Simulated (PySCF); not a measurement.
## Electron correlation in Ar (argon, neutral)

[Ar], closed-shell 1S. All numbers are calculated (PySCF 2.14, scalar relativity by spin-free X2C-1e, in aug-cc-pVDZ-DK). Frozen: [Ne]; 8 electrons correlated.

```json
{"level": "CCSD", "correlation energy (mhartree)": "-166.22"}
{"level": "(T)", "correlation energy (mhartree)": "-2.53"}
{"level": "CCSD(T)", "correlation energy (mhartree)": "-168.75"}
{"level": "CCSDT", "correlation energy (mhartree)": "-168.93"}
```

Diagnostics: T1 = 0.0038, D1 = 0.0059, largest double amplitude 0.036.

Task: Is a single reference adequate?

Result: Yes: T1 lies below 0.03 and no double amplitude reaches 0.07.
